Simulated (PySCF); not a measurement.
## Atomic charges by several schemes

Species: C₆H₃FS.
Cartesian coordinates in Å at the GFN2-xTB level; atoms count from 1:
```
atom  x, y, z in Å
C1    -1.733   -1.575    0.342
C2    -0.993   -0.633    0.279
C3    -0.126    0.489    0.206
C4    -0.568    1.745    0.343
C5     1.281    0.181   -0.029
F6     2.133    1.237   -0.103
C7     1.736   -1.047   -0.165
S8     2.168   -2.530   -0.313
H9    -2.384   -2.396    0.399
H10    0.101    2.585    0.286
H11   -1.611    1.945    0.515
```

Density: PBE0/pcSseg-1 (PySCF); schemes: Mulliken, IAO, Hirshfeld and ESP-fitted. One conformer (not necessarily the lowest) at the GFN2-xTB geometry, without solvent, vibrations or thermal averaging.

Q: For which atoms does the sign change between the 4 schemes (beyond +0.03 e in one, beyond −0.03 e in another)?

A: C2. Atomic charges aren't observables, and each scheme defines them in its own way.

Q: Do the Mulliken, IAO, Hirshfeld and ESP-fitted schemes agree on where the charge is lowest?

A: The schemes don't all agree: Mulliken C3 (-0.465); IAO C4 (-0.300); Hirshfeld C1 (-0.093); ESP-fitted C1 (-0.388).

Q: Which atoms carry the highest charge in the Mulliken, IAO, Hirshfeld and ESP-fitted schemes?

A: The schemes don't all agree: Mulliken C5 (+0.449); IAO H9 (+0.208); Hirshfeld H9 (+0.098); ESP-fitted H9 (+0.305).

Q: Give the atomic charges in each scheme.

A: In e:

```tsv
atom	environment	Mulliken	IAO	Hirshfeld	ESP-fitted
C1	terminal alkyne carbon	-0.373	-0.213	-0.093	-0.388
C2	alkyne carbon	+0.446	-0.031	-0.045	+0.071
C3	fully substituted alkene carbon	-0.465	-0.023	-0.005	-0.086
C4	terminal =CH2 carbon	-0.015	-0.300	-0.086	-0.335
C5	outer carbon of cumulated double bonds	+0.449	+0.204	+0.054	+0.297
F6	vinyl fluorine	-0.272	-0.259	-0.070	-0.129
C7	central carbon of cumulated double bonds	-0.158	-0.124	+0.004	-0.186
S8	sulfur bonded to C	+0.092	+0.196	+0.035	+0.090
H9	alkyne hydrogen	+0.049	+0.208	+0.098	+0.305
H10	vinylic hydrogen	+0.123	+0.171	+0.051	+0.167
H11	vinylic hydrogen	+0.124	+0.172	+0.057	+0.193
```

Mean size of the charges over all atoms: Mulliken 0.233 e, ESP-fitted 0.204 e, IAO 0.173 e, Hirshfeld 0.054 e. Each set sums to the total charge, 0, to within 0.001 e. The Hirshfeld scheme divides the density at each point in proportion to the densities of the neutral, spherically averaged free atoms.

Q: Sum the charges by element, for elements with more than one atom.

A: 
```json
{"element": "C", "atoms": "6", "Mulliken": "-0.116", "IAO": "-0.487", "Hirshfeld": "-0.171", "ESP-fitted": "-0.626"}
{"element": "H", "atoms": "3", "Mulliken": "+0.296", "IAO": "+0.550", "Hirshfeld": "+0.206", "ESP-fitted": "+0.664"}
```

Q: How many electrons does the Mulliken scheme count on C3?

A: Z − q = 6 − (-0.465) = 6.465.
